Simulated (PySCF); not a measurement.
# Reading the logs of faulty runs: BGeH5OSi

All numbers below are calculated, not measured. The program is PySCF 2.14.0, an open-source quantum chemistry code, run on an isolated molecule that a program drew, which may never have been made. The molecule is BGeH5OSi (charge 0, singlet), drawn as the SMILES string `BO[SiH2][GeH]`.

Each row is a Hartree-Fock (HF) and frozen-core CCSD(T) single point in the cc-pV(D+d)Z basis, meant for a local HF minimum. Run 1 is clean. Each other run has one planted mistake out of seven kinds, and not every kind appears here: one electron removed, one electron added, multiplicity raised by two, geometry at a saddle point, minimal basis STO-3G, one bond length entered in bohr, all coordinates scaled. The reference is restricted for singlets and unrestricted otherwise, and also for a bond in bohr. Adding or removing an electron swaps singlet and doublet. Electrons count all cores. HOMO and LUMO are orbital energies over both spins, the gradient is its largest component, and the lowest frequency (negative if imaginary) is given only where the gradient is small. Bond lengths are over the 8 bonds as drawn. T1 is the CCSD diagnostic: over 0.02 (restricted) or 0.045 (unrestricted) a single reference is doubtful. Germanium has the cc-pVDZ-PP basis, with a core potential (ECP10MDF) in place of its 10 inner electrons, and its 3s, 3p and 3d shells are frozen in CCSD(T).

Geometry of the clean run:
```xyz
9
BGeH5OSi, angstrom
B     0.9498   -0.1819   -1.0667
O     0.2917   -0.7462   -2.0842
Si   -1.0694   -1.7460   -1.9674
Ge   -1.6263   -1.6832    0.4584
H     1.9024    0.5194   -1.2588
H     0.5822   -0.3891    0.0824
H    -0.6663   -3.0762   -2.4777
H    -2.0980   -1.2098   -2.8866
H    -2.2308   -0.2291    0.2944
```

```
run  electrons  basis functions  <S^2>  HOMO (eV)  LUMO (eV)  gradient (hartree/bohr)  lowest frequency (cm^-1)  mean bond (Å)  longest bond (Å)      T1  HF (hartree)  CCSD(T) (hartree)                          mistake
  1         64               99  0.000      -8.66       0.18                  3.5e-05                        56         1.5607             2.490  0.0157    -684.81198         -685.32252                         no fault
  2         64               99  0.000      -8.77      -0.10                  5.9e-02                         -         1.6856             2.689  0.0184    -684.76957         -685.29284           all coordinates scaled
  3         64               99  1.103      -8.74       0.11                  1.9e-02                         -         1.7094             2.526  0.0788    -684.62709         -685.11878  one bond length entered in bohr
  4         64               99  2.014      -7.78      -0.48                  3.1e-02                         -         1.5607             2.490  0.0193    -684.78023         -685.27622       multiplicity raised by two
  5         65               99  0.762      -1.38       7.00                  3.9e-02                         -         1.5607             2.490  0.0176    -684.83309         -685.35598                                ?
```

**Which mistake was planted in run 5, and what did it cost?**

It counts 65 electrons, one more than the clean run, at the same geometry and basis. So the mistake is: one electron added. Subtracting run 1 and multiplying by 627.51 kcal/mol a hartree, the energy moved by -13.2 kcal/mol in HF and -21.0 kcal/mol in CCSD(T).

Cautions from the logs. Run 3: T1 is over the limit, so its CCSD(T) energy is less reliable.
